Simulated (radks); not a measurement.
The numbers below are computed, except where a source is named.
The gold anion Au-, [Hg], held by a Watson sphere: a shell of charge +1 at radius R that stands for the Madelung well of a crystal (potential energy -1/R inside, -1/r outside, in hartree with lengths in bohr). Level of theory: scalar-relativistic Kohn-Sham, LDA (Slater exchange, Perdew-Wang correlation), spin-polarised, spherical densities, point nucleus (a radial shooting solver on a logarithmic mesh with Libxc functionals). Response by self-consistent Sternheimer equations with the Hartree and adiabatic LDA kernel, the relativistic mass of each level held fixed and spin-orbit coupling left out. The sphere does not respond.

R (bohr),e(5p) (eV),e(5d) (eV),e(6s) (eV),<r> 6s (bohr),sum of <r^2> (bohr^2),X-ray form factor at sin(theta)/lambda = 0.1 1/angstrom,alpha (bohr^3)
3.52,-59.433,-6.570,-6.188,2.938,72.42,75.474,51.28
4.49,-58.472,-5.557,-5.237,3.060,74.91,75.403,63.39
5.13,-57.944,-5.017,-4.701,3.116,76.07,75.377,70.85
5.77,-57.491,-4.557,-4.240,3.157,76.93,75.362,77.54
5.82,-57.458,-4.525,-4.207,3.160,76.99,75.361,78.03
6.3,-57.165,-4.229,-3.909,3.182,77.48,75.353,82.42
